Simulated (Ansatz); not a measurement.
# Energy profile

The step: GeH₄ + H₂O + NH₃ → GeH₄O ([OH][GeH3]) + NH₃ + H₂; bonds formed: Ge1–O7, H2–H8, H6–N9; bonds broken: Ge1–H2, H6–O7, H8–N9 (atoms numbered as in the saddle structure below).

```csv
atom,x (Å),y (Å),z (Å)
Ge1,-1.0100,0.2201,-1.2144
H2,0.7429,0.0289,-1.0164
H3,-0.9870,-0.9909,-2.1869
H4,-2.5851,0.3484,-0.9692
H5,-0.7364,1.5796,-1.9149
H6,0.4472,-0.1804,1.3452
O7,-0.9078,0.0056,0.6998
H8,1.3878,-0.1360,0.0587
N9,1.5107,-0.2599,1.1660
H10,-1.8061,0.0591,1.0356
H11,1.8943,-1.1642,1.4133
H12,2.0496,0.4896,1.5832
```

Electronic energies by CCSD(T) at an estimated basis limit (MP2 extrapolated from triple and quadruple zeta, plus CCSD(T) − MP2 in triple zeta), on PBE0-D4/def2-TZVP structures; GeNH₉O, singlet; no counterpoise correction. Computed with Ansatz 0.2.0 (basis: def2-TZVPP and def2-QZVPP); correlated methods freeze the cores. Filled d shells of the heavier atoms are correlated. The def2 sets are not built for correlating such inner shells, so the correlated values are less sure here. Extrapolation: Hartree–Fock as exp(−7.88 √X), correlation as X^−2.97.

Question: Give the profile in kJ/mol, counted from the separated reactants. (To be estimated.)

Answer: The calculation gives:
| point | kJ/mol |
| --- | --- |
| separated: GeH₄ (Ge1, H2, H3, H4, H5; singlet) + H₂O (H6, O7, H10; singlet) + NH₃ (H8, N9, H11, H12; singlet) | 0.0 |
| start structure | -36.1 |
| saddle | 158.1 |
| end structure | -16.2 |
| separated: GeH₄O (linked as [OH][GeH3]; Ge1, H3, H4, H5, O7, H10; singlet) + H₂ (H2, H8; singlet) + NH₃ (H6, N9, H11, H12; singlet) | 4.4 |

No T1 diagnostic of these runs exceeds 0.012.

For scale, one of the runs: CCSD(T)/def2-TZVPP, 236 basis functions, launched by `ansatz run in.yaml --threads 4 --pin off --events-out ev --progress --plain --max-ram 9574MiB`. The run took 2.6 min on 4 CPU threads of an Arm Neoverse V1 (shared host), with 4.5 GiB of host memory at its peak.
